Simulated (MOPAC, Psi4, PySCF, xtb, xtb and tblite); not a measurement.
Conformational energy of C15H11N3, SMILES n1c(-c2ncccc2)cccc1-c1ccccn1, singlet. Scanned: dihedral N16–C5–C4–N17; all other coordinates were relaxed at GFN2-xTB. Points at φ and −φ are mirror images.

Geometry of the scan point at -30° (Å):
```
29

C      0.0486    -4.5093    -4.7242
C      1.2709    -4.0529    -4.2572
C      1.3034    -3.2853    -3.1064
C      0.1018    -2.9987    -2.4553
C      0.0652    -2.1825    -1.2271
C      1.1150    -2.1958    -0.3054
C      1.0129    -1.4027     0.8256
C     -0.1196    -0.6306     1.0071
C     -1.1265    -0.6947     0.0411
C     -2.3629     0.0867     0.1864
C     -3.3926    -0.0434    -0.7472
C     -4.5409     0.7066    -0.5742
C     -4.6261     1.5582     0.5177
C     -3.5477     1.6140     1.3889
N     -2.4476     0.9034     1.2349
N     -1.0255    -1.4534    -1.0423
N     -1.0689    -3.4271    -2.9172
C     -1.0901    -4.1585    -4.0123
H     -0.0196    -5.1130    -5.6158
H      2.1851    -4.2881    -4.7840
H      2.2385    -2.8972    -2.7329
H      1.9769    -2.8267    -0.4587
H      1.8081    -1.3924     1.5578
H     -0.2519     0.0072     1.8653
H     -3.2631    -0.7251    -1.5718
H     -5.3586     0.6308    -1.2770
H     -5.5038     2.1619     0.6904
H     -3.5637     2.2619     2.2566
H     -2.0716    -4.4813    -4.3360
```

GFN2-xTB (xtb and tblite); PBE0/def2-SVP // GFN2-xTB (Psi4); PBE0-D3(BJ)/def2-SVP // GFN2-xTB (Psi4); PBE/def2-SVP // GFN2-xTB (Psi4); PBE-D3(BJ)/def2-SVP // GFN2-xTB (Psi4); PM7, restricted, heats of formation // GFN2-xTB (MOPAC); PM6, restricted, heats of formation // GFN2-xTB (MOPAC); GFN1-xTB // GFN2-xTB (xtb); RKS-B3LYP/6-31G* = restricted B3LYP/6-31G*, spherical d, density fitting // GFN2-xTB (PySCF); RKS-M06-2X/6-31G* = restricted M06-2X/6-31G*, spherical d, density fitting // GFN2-xTB (PySCF); RKS-B3LYP/LANL2DZ = restricted B3LYP/LANL2DZ, density fitting // GFN2-xTB in PySCF.

Least-squares fit of E(φ) = a0 + Σ (a_n cos nφ + b_n sin nφ), n = 1 to 4, to the 12 scan points, in kJ/mol above the lowest point of each profile (levels whose profile four harmonics don't fit are not listed):

```tsv
method	a0	a1	b1	a2	b2	a3	b3	a4	b4	rms of fit
GFN2-xTB	14.22	8.41	0.00	-6.07	0.00	1.29	0.00	1.52	0.00	0.20
PBE0/def2-SVP	23.36	11.81	0.00	-11.33	0.00	2.19	0.00	2.25	0.00	0.30
PBE0-D3(BJ)/def2-SVP	23.87	11.95	0.00	-11.70	0.00	2.22	0.00	2.27	0.00	0.28
PBE/def2-SVP	23.83	11.55	0.00	-12.11	0.00	2.05	0.00	2.18	0.00	0.27
PBE-D3(BJ)/def2-SVP	24.42	11.69	0.00	-12.56	0.00	2.09	0.00	2.22	0.00	0.26
PM7	10.71	12.78	0.00	2.76	0.00	1.97	0.00	1.40	0.00	0.44
PM6	9.00	12.14	0.00	4.30	0.00	1.98	0.00	1.39	0.00	0.40
GFN1-xTB	17.88	8.29	0.00	-9.41	0.00	1.36	0.00	1.09	0.00	0.13
RKS-B3LYP/6-31G*	21.67	11.60	0.00	-10.11	0.00	2.30	0.00	2.57	0.00	0.37
RKS-M06-2X/6-31G*	22.01	11.70	0.00	-10.54	0.00	2.45	0.00	2.95	0.00	0.38
RKS-B3LYP/LANL2DZ	24.64	14.49	0.00	-9.23	0.00	3.05	0.00	2.39	0.00	0.23
```
